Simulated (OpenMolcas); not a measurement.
# Pm²⁺: effect of the active space

```yaml
Program: OpenMolcas 26.06
Method: SS-CASPT2 or its RAS form, IPEA 0.25 Eh, imaginary shift 0.1 Eh
Basis: ANO-RCC-VTZP
Scalar_Hamiltonian: DKH2, point nucleus
Spin-orbit_coupling: state interaction with AMFI integrals over the reference wave functions, term energies averaged over their components
```

A. 5 electrons in 7 orbitals (4f); 2S+1 = 6 odd, 21 roots; 2S+1 = 4 odd, 224 roots (208 in the spin-orbit step); 2S+1 = 2 odd, 490 roots (385 in the spin-orbit step); closed shells correlated: 5s 5p; CASPT2 step about 9 core-minutes
B. 5 electrons in 14 orbitals (RAS2 4f; RAS3 5f, at most 2 electrons); 2S+1 = 6 odd, 21 roots; 2S+1 = 4 odd, 48 roots kept (CI in the orbitals of an earlier block); 2S+1 = 2 odd, 32 roots kept (CI in the orbitals of an earlier block); closed shells correlated: 5s 5p; CASPT2 step of the order of 90 core-minutes

Energies in eV above 4f5 6H* 5/2.

```json
{"Level": "4f5 6H* 5/2", "A": "0.0000", "B": "0.0000"}
{"Level": "4f5 6H* 7/2", "A": "0.1104", "B": "0.1070"}
{"Level": "4f5 6H* 9/2", "A": "0.2400", "B": "0.2361"}
{"Level": "4f5 6H* 11/2", "A": "0.383", "B": "0.381"}
{"Level": "4f5 6H* 13/2", "A": "0.534", "B": "0.534"}
{"Level": "4f5 6H* 15/2", "A": "0.691", "B": "0.688"}
{"Level": "4f5 6F* 1/2", "A": "0.734", "B": "0.754"}
{"Level": "4f5 6F* 3/2", "A": "0.757", "B": "0.775"}
{"Level": "4f5 6F* 5/2", "A": "0.807", "B": "0.821"}
{"Level": "4f5 6F* 7/2", "A": "0.899", "B": "0.902"}
{"Level": "4f5 6F* 9/2", "A": "1.027", "B": "1.026"}
{"Level": "4f5 6F* 11/2", "A": "1.181", "B": "1.199"}
```

The spin-orbit steps hold different terms of 4f5 (B lacks among others 2D*, 2F*, 2G*, 2H*, 2I*), which shifts levels as well.

Between A and B the level of the table that moves most is 4f5 6F* 1/2, by 160 cm-1 (lowest in A, highest in B). Moves below CASPT2's spread within the term are not significant.

CASPT2 does not keep the components of a term degenerate, so their means are used; among the terms shown or strongly mixed into the levels shown the widest spread is 220 cm-1 (4f5 6H*, A). High states are left out of the spin-orbit mixing, which shifts the levels that they would mix with. Each CASPT2 term energy is a mean over a sample of three components (holds for B). Active for correlation alone: 5f; no level in the range computed is led by a configuration that fills it, so any true level of that kind is missing (holds for B). Only configurations of the active space appear. The table leaves out levels that lie high or whose names do not pair safely across all columns.

* marks odd parity.
